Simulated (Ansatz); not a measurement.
Saddle point of GeSiH₇, doublet (GeH₄ + SiH₃ → GeH₃ + SiH₄; bonds formed: H1–Si3; bonds broken: H1–Ge2), PBE0-D4/def2-TZVP structure:

```csv
atom,x (Å),y (Å),z (Å)
H1,-0.0080,0.0677,-0.0477
Ge2,-0.2843,1.4605,-0.9855
Si3,0.2934,-1.4971,1.0094
H4,-0.7858,1.0386,-2.3772
H5,-1.3443,2.3321,-0.2904
H6,1.0315,2.2461,-1.1203
H7,1.4478,-2.2421,0.4401
H8,0.5856,-1.0732,2.4045
H9,-0.9360,-2.3326,0.9671
```

Energies are electronic, without zero-point energy. Barriers and step energies count from the start structure reached by relaxing down the imaginary mode; all methods use the PBE0-D4 structures, on which another method's saddle can fall below an end. Ansatz 0.2.0; basis: def2-TZVPP, with def2-QZVPP for the basis limit; cores frozen in the correlated methods; orbitals are unrestricted. Filled d shells of the heavier atoms are correlated. The def2 sets are not built for correlating such inner shells, so the correlated values are less sure here. B3LYP uses VWN-RPA correlation. Extrapolation: Hartree–Fock as exp(−7.88 √X), correlation as X^−2.97.

| method | barrier (kcal/mol) | step energy (kcal/mol) |
| --- | --- | --- |
| SPW92 | -3.65 | -4.00 |
| PBE-D4 | ? | -4.91 |
| BLYP-D4 | 0.72 | -6.20 |
| r2SCAN-D4 | 2.52 | -5.03 |
| B97M-V | 2.10 | -4.13 |
| PBE0-D4 | 2.38 | -5.28 |
| B3LYP-D4 | 2.56 | -6.41 |
| r2SCAN0-D4 | 4.02 | -5.46 |
| BHLYP-D4 | 5.32 | -6.88 |
| CAM-B3LYP-D4 | ? | -6.27 |
| wB97X-V | 4.77 | -6.34 |
| wB97M-V | 4.59 | -8.12 |
| B2PLYP | 5.32 | -6.47 |
| PBE-QIDH | 5.72 | -5.73 |
| RPA on PBE | 7.52 | -5.56 |
| HF | 15.42 | -7.34 |
| MP2 | ? | -5.98 |
| CCSD | 8.03 | -6.05 |
| CCSD(T) | 6.97 | -5.86 |

**Question.** Fill in the withheld barriers. (To be estimated.)

**Answer.** The calculation gives: PBE-D4 -0.11; CAM-B3LYP-D4 4.58; MP2 7.94 kcal/mol. Each is the energy of the saddle less that of the start structure, by the same method.

For comparison, the barrier by CCSD(T) at an estimated basis limit (MP2 extrapolated from triple and quadruple zeta, plus CCSD(T) − MP2 in triple zeta) is 6.24 kcal/mol.

T1 diagnostic: at most 0.014. ⟨S²⟩ of the unrestricted Hartree–Fock references: 0.75 to 0.77 (a pure state has 0.75). The start structure is not quite a true minimum (one mode of 55i cm⁻¹). The end structure is not quite a true minimum (one mode of 55i cm⁻¹).

Radical steps of this kind take place in plasma deposition and etching.

For scale, one of the runs: CCSD(T)/def2-TZVPP, 188 basis functions, launched by `ansatz run in.yaml --threads 4 --pin off --events-out ev --progress --plain --max-ram 9574MiB`. Time: 87 s of wall clock on 4 CPU threads of an Intel Xeon Platinum 8259CL; the host was shared. Peak host memory: 4.8 GiB.
